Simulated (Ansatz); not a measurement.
Ideal-gas functions of `[CH3][W]([OH])(=[S])=[S]` at 600 K and 1 bar, from an Ansatz frequency run at PBE0-D4/def2-TZVP.

Molar mass 280.02 g/mol, point group C1 (symmetry number 1), electronic degeneracy 1, moments of inertia 220.335, 287.5, 332.128 u Å². Harmonic wavenumbers (cm⁻¹, unscaled): 155, 172, 180, 183, 190, 204, 353, 551, 557, 560, 614, 637, 696, 744, 1212, 1410, 1416, 3036, 3125, 3145, 3881.

Use S(trans) = R[1.5 ln M + 2.5 ln T − 1.1517]; rotational temperatures θ = 24.2544 K / I; S(rot) = R[ln(√π/σ · √(T³/θAθBθC)) + 1.5]; for each mode x = 1.438777 ν̃/T, S = R[x/(eˣ − 1) − ln(1 − e⁻ˣ)] and H = RT x/(eˣ − 1); 1 cm⁻¹ = 0.0119627 kJ/mol; R = 8.31446 J/(mol·K).

Question: By hand: the entropy, in J/(mol·K).

Answer: Translation 193.7. Rotation: θ = 0.1101, 0.0844, 0.073 K, giving 127.3. Vibration, mode by mode: 16.59, 15.74, 15.36, 15.23, 14.92, 14.34, 9.94, 6.58, 6.50, 6.46, 5.81, 5.56, 4.96, 4.52, 1.87, 1.28, 1.26, 0.05, 0.04, 0.04, 0.01, in all 147.1. Electronic 0.0. Sum 468.1 J/(mol·K).

Question: By hand: H − E and G − E in kJ/mol, counted from the electronic energy.

Answer: Zero-point energy ½ × 23021 × 0.0119627 = 137.7; thermal vibration 44.4; translation, rotation and pV give 4 RT = 20.0. H − E = 202.1 kJ/mol, and G − E = 202.1 − 600 × 468.1/1000 = -78.8 kJ/mol.

Vibration gives 31 % of the entropy. The sum counts one conformer and one mirror image; others add a mixing term.
